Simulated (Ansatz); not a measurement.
```xyz
2

Sc   -0.0501    0.1772   -0.4824
O    -0.0904   -0.1358    1.1797
```

Basis set: STO-3G (spherical functions). Correlated methods keep 6 orbitals frozen. Charge 0, multiplicity 2.

Computed with Ansatz (development build ahead of 0.2.0); each method stands on the lowest determinant of its kind that the runs found.

Question: Give the atomization energy at this shape (free ground-state atoms in the same class of orbitals less the molecule, no zero-point energy) of doublet ScO by UHF-MP2, UHF.

Answer:

```tsv
method	atomization energy
UHF-MP2	5.37 eV
UHF	3.88 eV
```

Caution: a free atom is spin contaminated.

This basis has no polarisation functions and is too small for such energies, which can lie far from measured ones in either direction.
